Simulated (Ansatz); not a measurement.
Mulliken charges of B$_{2}$H$_{4}$SSi (`B[SiH]1BS1`) from B3LYP/def2-TZVPP in Ansatz (PBE0-D4/def2-TZVP geometry).

```json
{"atom": "B1", "x (Å)": "-0.375", "y (Å)": "1.628", "z (Å)": "-0.065", "charge (e)": "-0.082"}
{"atom": "Si2", "x (Å)": "0.663", "y (Å)": "-0.040", "z (Å)": "-0.142", "charge (e)": "0.049"}
{"atom": "B3", "x (Å)": "-0.169", "y (Å)": "-1.722", "z (Å)": "0.451", "charge (e)": "0.052"}
{"atom": "S4", "x (Å)": "-0.239", "y (Å)": "-1.678", "z (Å)": "-1.290", "charge (e)": "-0.163"}
{"atom": "H5", "x (Å)": "0.102", "y (Å)": "2.644", "z (Å)": "0.346", "charge (e)": "0.056"}
{"atom": "H6", "x (Å)": "-1.531", "y (Å)": "1.606", "z (Å)": "-0.362", "charge (e)": "0.065"}
{"atom": "H7", "x (Å)": "2.139", "y (Å)": "-0.013", "z (Å)": "-0.294", "charge (e)": "-0.055"}
{"atom": "H8", "x (Å)": "-0.497", "y (Å)": "-2.481", "z (Å)": "1.298", "charge (e)": "0.078"}
```

Task: By hand: the dipole of these point charges (1 e Å = 4.8032 D).

Result: Σ q r = (-0.157, 0.108, 0.345) e Å, of length 0.394 e Å = 1.89 D.

Task: How does the dipole of the full density compare? (An estimate is asked.)

Result: The calculation gave: (0.061, 0.093, 0.060) e Å, 0.61 D; the point charges give 3.10 times that, at 65° from its direction.

Point charges leave out the atoms' own dipoles, such as those of lone pairs, and Mulliken's split depends on the basis, so the two needn't agree.

B3LYP here is the variant with VWN-RPA as its local correlation; programs differ in this.
